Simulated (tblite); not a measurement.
Record of a relaxation.

Species: C₄H₁₁BSSi₂.
Bonds: C1–B2, B2–Si3, Si3–S4, S4–Si5, Si5–C6, C6–C7, C7–C8, B2–C6, C6–C8. Hydrogens: H9, H10, H11 on C1; H12, H13 on Si3; H14, H15 on Si5; H16, H17 on C7; H18, H19 on C8.

Computed with GFN2-xTB (tblite), gas phase: L-BFGS steps from a force-field or distance-geometry start until the largest atomic force falls under 0.01 eV/Å. 7 of its 151 geometries are shown.

Step 0: E = -601.4726 eV, largest atomic force 1.492 eV/Å
```
atom  x, y, z in Å  |  force x, y, z in eV/Å
C1     -1.754   -1.291    0.623   -0.357   0.512  -0.105
B2     -0.919   -0.036    0.108    0.994  -0.690   0.483
Si3    -1.698    1.695   -0.160   -0.992   0.025  -0.059
S4     -0.113    3.029   -0.773    0.266  -0.284   0.148
Si5     1.428    1.661   -0.100    0.520   0.561  -0.146
C6      0.660   -0.043   -0.042   -0.811  -0.576  -0.003
C7      1.223   -1.039   -1.048    0.578  -0.787   1.128
C8      1.512   -1.207    0.449   -0.477  -0.128  -1.121
H9     -1.405   -1.597    1.631   -0.300  -0.005  -0.696
H10    -1.645   -2.135   -0.080   -0.091   0.201   0.525
H11    -2.840   -1.020    0.682    0.900  -0.522   0.064
H12    -2.729    1.623   -1.220    0.116   0.413   0.116
H13    -2.311    2.175    1.103    0.071   0.221  -0.294
H14     1.865    2.043    1.242   -0.032   0.068   0.040
H15     2.571    1.710   -1.028   -0.238   0.088   0.075
H16     0.518   -1.807   -1.425    0.831   0.841  -0.247
H17     2.123   -0.728   -1.615   -1.107  -0.421  -0.036
H18     2.548   -0.969    0.731   -0.822  -0.423   0.228
H19     0.955   -2.053    0.915    0.952   0.906  -0.099
```

Step 25: E = -601.9283 eV, largest atomic force 0.062 eV/Å
```
atom  x, y, z in Å  |  force x, y, z in eV/Å
C1     -1.713   -1.333    0.622    0.035  -0.002  -0.024
B2     -0.923   -0.048    0.158   -0.033   0.040   0.011
Si3    -1.783    1.701   -0.149    0.037  -0.020   0.003
S4     -0.094    2.979   -0.717   -0.045  -0.024   0.036
Si5     1.448    1.645   -0.096   -0.005  -0.016   0.009
C6      0.619   -0.064   -0.050    0.009   0.012   0.009
C7      1.222   -1.091   -1.012   -0.009   0.003  -0.004
C8      1.492   -1.212    0.435    0.006  -0.010  -0.032
H9     -1.365   -1.658    1.604   -0.008  -0.004  -0.010
H10    -1.533   -2.174   -0.047    0.026  -0.027   0.010
H11    -2.791   -1.202    0.691    0.020   0.031  -0.006
H12    -2.718    1.883   -1.264    0.007   0.001   0.016
H13    -2.376    2.391    1.007    0.004  -0.017  -0.035
H14     1.902    1.997    1.249    0.014   0.006   0.021
H15     2.530    1.740   -1.065    0.020  -0.011  -0.029
H16     0.553   -1.800   -1.479   -0.006   0.004   0.025
H17     2.012   -0.756   -1.669   -0.012  -0.016   0.018
H18     2.482   -0.966    0.795   -0.047   0.005  -0.012
H19     1.026   -2.022    0.978   -0.013   0.045  -0.006
```

Step 50: E = -601.9361 eV, largest atomic force 0.043 eV/Å
```
atom  x, y, z in Å  |  force x, y, z in eV/Å
C1     -1.683   -1.338    0.597   -0.005  -0.020  -0.001
B2     -0.918   -0.032    0.162   -0.012   0.024   0.001
Si3    -1.792    1.706   -0.133    0.024   0.001   0.005
S4     -0.099    3.014   -0.594    0.022  -0.005   0.010
Si5     1.472    1.651   -0.104   -0.021   0.014   0.004
C6      0.621   -0.045   -0.047    0.022   0.018  -0.015
C7      1.186   -1.104   -0.998    0.026  -0.005   0.001
C8      1.472   -1.207    0.446    0.014  -0.001  -0.019
H9     -1.387   -1.613    1.611   -0.020  -0.011   0.019
H10    -1.422   -2.192   -0.027    0.015  -0.036   0.005
H11    -2.766   -1.252    0.593   -0.036   0.024  -0.001
H12    -2.678    1.888   -1.286   -0.003  -0.002  -0.011
H13    -2.457    2.367    0.996    0.005   0.000   0.003
H14     2.003    1.988    1.218    0.000  -0.023  -0.013
H15     2.506    1.751   -1.129   -0.035  -0.014  -0.004
H16     0.490   -1.802   -1.445    0.016   0.013   0.017
H17     1.980   -0.806   -1.668   -0.006   0.009  -0.003
H18     2.473   -0.977    0.784   -0.026  -0.006   0.013
H19     0.989   -1.988    1.016    0.020   0.019  -0.011
```

Step 75: E = -601.9510 eV, largest atomic force 0.027 eV/Å
```
atom  x, y, z in Å  |  force x, y, z in eV/Å
C1     -1.706   -1.348    0.558    0.009  -0.005   0.012
B2     -0.914   -0.042    0.172   -0.013   0.017   0.017
Si3    -1.790    1.704   -0.057   -0.003  -0.006   0.002
S4     -0.095    3.085   -0.149    0.003  -0.004  -0.006
Si5     1.482    1.648   -0.154    0.004  -0.004  -0.006
C6      0.623   -0.042   -0.051    0.001   0.002  -0.017
C7      1.196   -1.120   -0.975    0.017  -0.011   0.002
C8      1.492   -1.183    0.467   -0.001   0.004   0.002
H9     -1.748   -1.415    1.648   -0.007   0.026   0.005
H10    -1.246   -2.275    0.219   -0.001  -0.010  -0.015
H11    -2.740   -1.341    0.219    0.008  -0.010  -0.007
H12    -2.501    1.922   -1.324   -0.007   0.019  -0.001
H13    -2.636    2.293    0.985    0.011  -0.018   0.007
H14     2.325    1.869    1.018   -0.007   0.008   0.012
H15     2.249    1.794   -1.389   -0.005   0.003  -0.005
H16     0.508   -1.837   -1.400    0.003   0.001   0.012
H17     1.980   -0.822   -1.656    0.004  -0.008  -0.007
H18     2.488   -0.929    0.799   -0.008  -0.006   0.005
H19     1.022   -1.951    1.064   -0.008   0.002  -0.012
```

Step 100: E = -601.9544 eV, largest atomic force 0.019 eV/Å
```
atom  x, y, z in Å  |  force x, y, z in eV/Å
C1     -1.704   -1.343    0.544    0.000  -0.009  -0.001
B2     -0.911   -0.044    0.141    0.004  -0.002   0.002
Si3    -1.793    1.703   -0.049    0.005  -0.006  -0.005
S4     -0.097    3.082   -0.133    0.002   0.009   0.003
Si5     1.482    1.647   -0.176   -0.004  -0.004   0.001
C6      0.627   -0.045   -0.078    0.003   0.002   0.001
C7      1.218   -1.137   -0.973   -0.006   0.001   0.001
C8      1.484   -1.179    0.475    0.005   0.002  -0.004
H9     -1.825   -1.340    1.630   -0.010   0.005  -0.003
H10    -1.212   -2.282    0.293   -0.005  -0.003  -0.012
H11    -2.713   -1.373    0.134    0.005  -0.007  -0.002
H12    -2.537    1.985   -1.283    0.000  -0.004   0.011
H13    -2.608    2.234    1.047   -0.002   0.016   0.010
H14     2.338    1.859    0.991   -0.010   0.006  -0.014
H15     2.221    1.815   -1.424    0.013  -0.007  -0.002
H16     0.534   -1.858   -1.398    0.004  -0.005   0.001
H17     2.015   -0.853   -1.644   -0.008   0.002   0.007
H18     2.474   -0.924    0.824   -0.003   0.002   0.009
H19     0.998   -1.937    1.073    0.007   0.002  -0.005
```

Step 125: E = -601.9583 eV, largest atomic force 0.027 eV/Å
```
atom  x, y, z in Å  |  force x, y, z in eV/Å
C1     -1.715   -1.354    0.485   -0.003  -0.017   0.009
B2     -0.909   -0.044    0.138   -0.005  -0.013  -0.005
Si3    -1.788    1.711    0.015   -0.003   0.020  -0.017
S4     -0.105    3.075   -0.304   -0.003  -0.027   0.001
Si5     1.478    1.647   -0.217   -0.004   0.013   0.003
C6      0.627   -0.045   -0.087    0.001  -0.001  -0.002
C7      1.238   -1.152   -0.951   -0.013   0.006  -0.001
C8      1.483   -1.163    0.501    0.009   0.004   0.002
H9     -1.925   -1.351    1.558    0.002   0.000  -0.022
H10    -1.200   -2.290    0.270   -0.008   0.023   0.000
H11    -2.689   -1.390   -0.002    0.019   0.006   0.001
H12    -2.667    1.985   -1.129    0.009  -0.002   0.024
H13    -2.464    2.272    1.191    0.006  -0.008  -0.011
H14     2.277    1.912    0.979    0.006  -0.004  -0.012
H15     2.276    1.763   -1.435   -0.004   0.007   0.010
H16     0.568   -1.886   -1.373   -0.005  -0.008   0.006
H17     2.046   -0.876   -1.612   -0.016   0.001  -0.002
H18     2.466   -0.892    0.858    0.006  -0.001   0.020
H19     0.993   -1.911    1.108    0.005   0.002  -0.004
```

Step 150: E = -601.9609 eV, largest atomic force 0.008 eV/Å
```
atom  x, y, z in Å  |  force x, y, z in eV/Å
C1     -1.728   -1.362    0.407    0.001  -0.008   0.000
B2     -0.904   -0.044    0.149   -0.002  -0.003  -0.003
Si3    -1.777    1.718    0.104    0.001   0.005   0.002
S4     -0.104    3.078   -0.267    0.001  -0.002   0.001
Si5     1.477    1.645   -0.284   -0.007   0.004   0.000
C6      0.630   -0.042   -0.086    0.002  -0.002   0.001
C7      1.244   -1.184   -0.899    0.004  -0.001   0.002
C8      1.499   -1.127    0.550    0.000  -0.004   0.001
H9     -2.194   -1.324    1.393    0.005   0.004  -0.004
H10    -1.159   -2.289    0.354   -0.004   0.000   0.000
H11    -2.556   -1.445   -0.298    0.004  -0.001   0.002
H12    -2.716    2.033   -0.978    0.003  -0.004   0.000
H13    -2.389    2.243    1.331    0.005   0.005   0.001
H14     2.365    1.915    0.845    0.001   0.004  -0.002
H15     2.187    1.751   -1.556   -0.006   0.003  -0.001
H16     0.578   -1.945   -1.280   -0.001   0.005   0.002
H17     2.043   -0.931   -1.581    0.003   0.000   0.004
H18     2.479   -0.831    0.894   -0.003  -0.003  -0.001
H19     1.017   -1.849    1.193   -0.006  -0.001  -0.003
```

Task: Summarise the path.

Result: The energy falls by 11.26 kcal/mol from step 0 to step 150; nine tenths of that is first reached at step 14. It never rises by more than 0.2 meV. The largest force goes from 1.492 to 0.008 eV/Å. Among the bonds C7–C8 changes most, from 1.533 to 1.472 Å; the atoms move by 0.477 Å rms after alignment.

What follows is the cost of the whole relaxation. The run took 2.5 s wall on one thread, Arm Neoverse N1 (aarch64), no GPU, shared host with 64 logical CPUs at a one-minute load of 61.
